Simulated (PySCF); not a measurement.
Ge(I)(Me) (CH₃GeI), SMILES [I][Ge][CH3] (connectivity only; charge and spin as stated), neutral, multiplicity 1.

Geometry optimised at PBE-D3(BJ)/def2-SVP. The def2 effective core potentials stand for the cores of I; spin–orbit coupling is left out.

Calculation: PySCF with r2SCAN/def2-TZVPD.

Symmetry labels are those of the subgroup Cs that the program uses (full group Cs).

Computed valence orbital energies around the gap with their symmetry:
```csv
orbital,symmetry,energy (eV)
HOMO−7,A',-17.55
HOMO−6,A',-12.33
HOMO−5,A',-10.46
HOMO−4,A",-10.37
HOMO−3,A',-8.00
HOMO−2,A",-6.99
HOMO−1,A',-6.91
HOMO,A',-5.94
LUMO,A",-3.59
LUMO+1,A',-1.33
LUMO+2,A',0.26
LUMO+3,A',0.76
```
